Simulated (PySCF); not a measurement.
# Cost of excited-state runs on SMILES C=CC1=CP1N([SiH3])[SiH3], C4H10NPSi2

Geometry:
| atom | x (Å) | y (Å) | z (Å) |
| --- | --- | --- | --- |
| C1 | 2.643 | 1.335 | -0.497 |
| C2 | 2.498 | 0.092 | -0.045 |
| C3 | 1.435 | -0.764 | -0.462 |
| C4 | 0.846 | -1.934 | -0.289 |
| P5 | -0.001 | -0.972 | -1.594 |
| N6 | -1.303 | -0.199 | -0.725 |
| Si7 | -2.396 | -1.205 | 0.180 |
| Si8 | -1.293 | 1.541 | -0.669 |
| H9 | 1.946 | 1.746 | -1.209 |
| H10 | 3.446 | 1.973 | -0.169 |
| H11 | 3.195 | -0.330 | 0.671 |
| H12 | 0.869 | -2.836 | 0.285 |
| H13 | -2.491 | -2.470 | -0.548 |
| H14 | -3.676 | -0.507 | 0.250 |
| H15 | -1.865 | -1.435 | 1.531 |
| H16 | -0.717 | 1.994 | -1.937 |
| H17 | -2.677 | 1.972 | -0.507 |
| H18 | -0.468 | 2.006 | 0.455 |

PySCF with density fitting, on 1 thread of an Arm Neoverse V2, shared host. Command: `OMP_NUM_THREADS=1 python excited_run.py task.json out`

Q: How long does this run take, and how much memory?
- magnetisability and related constants, KT3/pcSseg-1; isotopologues

A: 
| run | level | basis functions | wall time | peak memory (GiB) |
| --- | --- | --- | --- | --- |
| magnetisability and related constants | KT3/pcSseg-1 | 207 | 48 s | 0.75 |

Times from a shared host are rough.
